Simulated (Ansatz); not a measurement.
The cluster Zn5Cl6O2⁻. The state is a doublet with charge -1. Geometry PBE-D4/def2-SVP, that of the neutral singlet; atoms count from 1.

```
atom    x (Å)    y (Å)    z (Å)
 Zn1  -1.0066  -1.4544  -3.1426
 Zn2   1.0303  -0.2128   2.4359
 Zn3   0.2175  -2.2898  -0.6265
 Zn4  -0.4146   0.8343  -0.5279
 Zn5   0.0715   2.8420   1.5194
  O6   0.3046   0.9841   1.2284
  O7  -0.4860  -0.7491  -1.4674
 Cl8  -1.8799  -0.9612  -5.0114
 Cl9   1.8285  -0.3690   4.4027
Cl10   0.3746   4.4264   2.8989
Cl11  -0.9254   3.0432  -0.6967
Cl12   1.0886  -2.4529   1.3926
Cl13  -0.2032  -3.6408  -2.4052
```

The highest occupied level of the charge -1 doublet lies above zero (up to 0.05 eV). By energy differences its removal costs 1.25 eV (vertical, to the charge 0 singlet, at PBE0-D4/def2-SVP); self-interaction error and the lack of diffuse functions both raise the level. The structure comes from a short search, and lower isomers may exist.

(1) Estimate the Mulliken populations from the PBE0/def2-SVP orbitals of Ansatz.

(2) Where does the spin sit?

(3) And the Mayer bond orders between bonded heavy atoms (over 0.3)?

Results:

(1) 
| atom | charge (e) | spin (α − β) | d electrons |
| --- | --- | --- | --- |
| Zn1 | 0.64 | 0.15 | 9.96 |
| Zn2 | 0.66 | 0.13 | 9.96 |
| Zn3 | 0.49 | 0.33 | 9.97 |
| Zn4 | 0.64 | 0.26 | 9.96 |
| Zn5 | 0.66 | 0.09 | 9.96 |
| O6 | -0.81 | -0.02 | – |
| O7 | -0.78 | -0.03 | – |
| Cl8 | -0.44 | 0.02 | – |
| Cl9 | -0.44 | 0.02 | – |
| Cl10 | -0.43 | 0.01 | – |
| Cl11 | -0.40 | 0.01 | – |
| Cl12 | -0.37 | 0.02 | – |
| Cl13 | -0.40 | 0.02 | – |
Mulliken values and Mayer orders depend strongly on the basis.

(2) Summed by element: Zn 0.96, O -0.05, Cl 0.09, of 1 unpaired in all. Largest on single atoms: Zn3 0.33, Zn4 0.26, Zn1 0.15.

(3) Zn1–O7 0.61 (1.89 Å); Zn1–Cl8 0.86 (2.12 Å); Zn1–Cl13 0.41 (2.44 Å); Zn2–O6 0.66 (1.85 Å); Zn2–Cl9 0.85 (2.13 Å); Zn2–Cl12 0.37 (2.47 Å); Zn3–O7 0.59 (1.89 Å); Zn3–Cl12 0.62 (2.20 Å); Zn3–Cl13 0.54 (2.27 Å); Zn4–O6 0.52 (1.90 Å); Zn4–O7 0.63 (1.84 Å); Zn4–Cl11 0.53 (2.27 Å); Zn5–O6 0.64 (1.89 Å); Zn5–Cl10 0.87 (2.12 Å); Zn5–Cl11 0.43 (2.44 Å).
